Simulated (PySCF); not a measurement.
## Polarisability and C₆ of P²⁺ (phosphorus, charge +2)

[Ne] 3s1 3p2, high-spin 4P determinant (an excited configuration). All numbers are calculated (PySCF 2.14, the non-relativistic Hamiltonian (point nucleus), in aug-cc-pV(Q+d)Z). Coupled (time-dependent) response in atomic units; α is the mean over directions.

```csv
method,mean α (bohr³),"α xx, yy, zz",C₆ (like pair),S(−4)
LC-wPBE,8.027,"8.942, 7.569, 7.569",26.84,28.09
```

S(−4) is the Cauchy moment in α(ω) = α(0) + S(−4) ω² + …

α(iu) at LC-wPBE:

| u (hartree) | α(iu) (bohr³) |
| --- | --- |
| 0 | 8.027 |
| 0.0500 | 7.957 |
| 0.100 | 7.756 |
| 0.200 | 7.048 |
| 0.300 | 6.128 |
| 0.500 | 4.357 |
| 0.750 | 2.830 |
| 1.00 | 1.934 |
| 1.50 | 1.062 |
| 2.00 | 0.6828 |
| 3.00 | 0.3709 |
| 5.00 | 0.1790 |

For an ion, C₆ is the dispersion term alone; charge-induced terms of lower order in 1/R come first.

The components differ because the open shell of this determinant is not spherical; for a pure term their mean is the scalar polarisability.
